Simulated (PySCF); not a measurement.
Compound: SnHMe2I, C₂H₇ISn.
Structure used (PBE0-D3(BJ)/def2-SVP), in Å, numbered top down from 1:
```xyz
11
C2H7ISn angstrom
Sn    -0.255   -0.430    0.540
H     -0.333   -0.555    2.250
C      1.755   -0.556   -0.197
H      2.354    0.277    0.199
H      1.745   -0.509   -1.294
H      2.200   -1.509    0.120
C     -1.342    1.262   -0.206
H     -2.379    1.219    0.154
H     -1.340    1.241   -1.304
H     -0.872    2.193    0.144
I     -1.534   -2.632   -0.406
```

Computed, not measured: TDDFT CAM-B3LYP/def2-SVPD, vertical, gas phase, core orbitals frozen in the response, def2 core potentials past Kr (PySCF). Spin–orbit coupling is left out.

Ground-to-excited transition dipoles (e·a0, same axes as the geometry; the sign carries no meaning), for the states with f of 0.002 or more among the lowest 7:

```csv
state,E (hartree),μx,μy,μz
S1,0.1870,-0.129,-0.037,0.327
S2,0.1870,-0.299,0.204,-0.084
S3,0.2464,-0.597,0.349,0.013
S4,0.2469,0.075,0.091,0.539
S5,0.2511,0.523,0.897,0.105
S6,0.2534,0.214,-0.138,0.000
S7,0.2575,-0.135,0.077,0.006
```

Problem. What oscillator strength does each state have?

Solution. f = (2/3) ΔE |μ|² with ΔE in hartree (27.2114 eV).

| state | \|μ\|² (au) | \|μ\| (D) | f |
| --- | --- | --- | --- |
| S1 | 0.125 | 0.90 | 0.016 |
| S2 | 0.138 | 0.94 | 0.017 |
| S3 | 0.478 | 1.76 | 0.078 |
| S4 | 0.304 | 1.40 | 0.050 |
| S5 | 1.090 | 2.65 | 0.182 |
| S6 | 0.065 | 0.65 | 0.011 |
| S7 | 0.024 | 0.40 | 0.004 |

Problem. Which bond between heavy atoms lies closest to the direction of the S5 transition dipole?

Solution. Sn1–I11, at 15° from it; next Sn1–C7 and Sn1–C3 at 67°.

Problem. What angle do the transition dipoles of S2 and S5 make?

Solution. |cos θ| = |μa·μb| / (|μa| |μb|) = 0.05, so θ ≈ 87° (taken between 0 and 90°, since the signs are arbitrary).

Problem. How is the summed strength of these states shared among x, y and z?

Solution. (2/3) Σ ΔE μα² gives 0.129 for x, 0.166 for y and 0.064 for z, 0.359 in all.

Problem. What peak molar absorption coefficient would the strongest computed level give as a lone Gaussian band 0.5 eV wide at half height?

Solution. ε(max) = 2.175×10⁸ f / FWHM, with the width in cm⁻¹. S5: 2.175×10⁸ × 0.1824 / 4033 ≈ 9800 L mol⁻¹ cm⁻¹.

All these states lie below the vertical ionisation energy of 9.31 eV (ΔSCF).
